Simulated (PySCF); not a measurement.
**Optical rotation: SMILES [C@@H]1(C)C(=C)[C@H]1COC, C7H12O**

Geometry:
```csv
atom,x (Å),y (Å),z (Å)
C1,-2.007,-1.908,-0.911
C2,-1.359,-0.898,-0.391
C3,-1.286,0.533,-0.080
C4,-2.162,1.142,0.989
C5,-0.160,-0.416,0.306
C6,1.166,-0.357,-0.411
O7,1.984,0.604,0.220
C8,3.249,0.721,-0.373
H9,-1.600,-2.907,-0.904
H10,-2.976,-1.785,-1.368
H11,-1.084,1.204,-0.909
H12,-1.682,2.023,1.411
H13,-3.123,1.437,0.571
H14,-2.340,0.426,1.789
H15,-0.057,-0.650,1.360
H16,1.659,-1.344,-0.379
H17,1.013,-0.092,-1.470
H18,3.796,-0.230,-0.334
H19,3.791,1.475,0.194
H20,3.172,1.036,-1.422
```

Level of theory: TDDFT PBE0/def2-SVPD circular dichroism and optical rotation, one conformer, gas phase (PySCF). Geometry: GFN2-xTB.

The molecule is flexible and this is one conformer; a measurement averages over conformers. States above about 7.4 eV (minus the energy of the highest occupied orbital) lie near or above the ionisation threshold and depend on the basis.

Stereocentres: C3 S, C5 S.

Q: What is the specific rotation at 633, 589.3, 546, 436, 405, 365, 355 nm?

A: [α] in deg dm⁻¹ (g/mL)⁻¹:
```
λ (nm)  origin-invariant length gauge  modified velocity gauge  length gauge (centre of mass)  isotropic polarisability (au)
   633                          +52.0                    +35.0                          +52.2                           92.9
 589.3                          +61.7                    +41.8                          +61.9                           93.3
   546                          +74.4                    +50.7                          +74.7                           93.7
   436                         +135.6                    +95.0                         +136.0                           95.6
   405                         +168.6                   +119.7                         +169.1                           96.5
   365                         +235.5                   +171.0                         +236.3                           98.1
   355                         +259.3                   +189.5                         +260.1                           98.6
```

Q: And for the mirror image at 589.3 nm?

A: -61.7 deg dm⁻¹ (g/mL)⁻¹ (origin-invariant length gauge): the same size and the opposite sign.

Q: What is the molar rotation [Φ] = [α]·M/100 of the geometry above at 589.3 nm?

A: With M = 112.17 g/mol, +69.2 deg cm² dmol⁻¹ (origin-invariant length gauge).

The first excitation lies at 6.39 eV (194 nm) with R = +32.8 × 10⁻⁴⁰ esu² cm² (velocity form).
